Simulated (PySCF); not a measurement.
Molecule: SMILES CC(C)N[SiH2][SiH3], C3H13NSi2.

Molfile (atoms numbered from 1):
```
C3H13NSi2
     RDKit          3D

 19 18  0  0  0  0  0  0  0  0999 V2000
   -1.3438    1.1859   -1.2453 C   0  0  0  0  0  0  0  0  0  0  0  0
   -0.8960   -0.0419   -0.4561 C   0  0  0  0  0  0  0  0  0  0  0  0
   -1.8438   -0.3493    0.6960 C   0  0  0  0  0  0  0  0  0  0  0  0
    0.4691    0.0787    0.0340 N   0  0  0  0  0  0  0  0  0  0  0  0
    1.8774   -0.4048   -0.8554 Si  0  0  0  0  0  4  0  0  0  0  0  0
    3.7143   -0.2444    0.5929 Si  0  0  0  0  0  4  0  0  0  0  0  0
   -2.3589    1.0580   -1.6530 H   0  0  0  0  0  0  0  0  0  0  0  0
   -1.3520    2.0780   -0.5967 H   0  0  0  0  0  0  0  0  0  0  0  0
   -0.6595    1.3857   -2.0838 H   0  0  0  0  0  0  0  0  0  0  0  0
   -0.9066   -0.9091   -1.1420 H   0  0  0  0  0  0  0  0  0  0  0  0
   -1.8587    0.4869    1.4157 H   0  0  0  0  0  0  0  0  0  0  0  0
   -1.5188   -1.2518    1.2331 H   0  0  0  0  0  0  0  0  0  0  0  0
   -2.8747   -0.5001    0.3408 H   0  0  0  0  0  0  0  0  0  0  0  0
    0.5778    0.8189    0.7214 H   0  0  0  0  0  0  0  0  0  0  0  0
    2.1778    0.3952   -2.0964 H   0  0  0  0  0  0  0  0  0  0  0  0
    1.6847   -1.8171   -1.3149 H   0  0  0  0  0  0  0  0  0  0  0  0
    3.7211    1.0999    1.2547 H   0  0  0  0  0  0  0  0  0  0  0  0
    4.9980   -0.4014   -0.1595 H   0  0  0  0  0  0  0  0  0  0  0  0
    3.6533   -1.2891    1.6616 H   0  0  0  0  0  0  0  0  0  0  0  0
  1  2  1  0
  2  3  1  0
  2  4  1  0
  4  5  1  0
  5  6  1  0
  1  7  1  0
  1  8  1  0
  1  9  1  0
  2 10  1  0
  3 11  1  0
  3 12  1  0
  3 13  1  0
  4 14  1  0
  5 15  1  0
  5 16  1  0
  6 17  1  0
  6 18  1  0
  6 19  1  0
M  END
```

Geometry PBE0-D3(BJ)/def2-SVP throughout; GIAO in PySCF 2.14.0 with density-fitted response routines, gas phase, one conformer, non-relativistic; equivalent atoms averaged; basis pcSseg-1.

For orientation, BLYP gives these shifts δ (against TMS, NH3 at the same level): C2 55.1, C1/C3 28.9, N4 55.9, Si6 -112.7, H15/H16 5.00, H17/H18/H19 3.39, H10 2.80, H7/H8/H9/H11/H12/H13 1.13, H14 -0.76 ppm.

A run gave: C2 53.8, C1/C3 28.2, N4 51.8, Si6 -114.6, H15/H16 5.15, H17/H18/H19 3.49, H10 2.84, H7/H8/H9/H11/H12/H13 1.11, H14 -0.78 ppm (shifts δ (against TMS, NH3 at the same level)).

Q: Which functional was used in that run?
A. WP04
B. KT3
C. mPW1PW91
D. OPBE
E. PBE

A: E. Si6 tells them apart best: PBE gives -114.6, mPW1PW91 gives -106.2, OPBE gives -106.1, WP04 gives -90.0, KT3 gives -105.4 ppm.
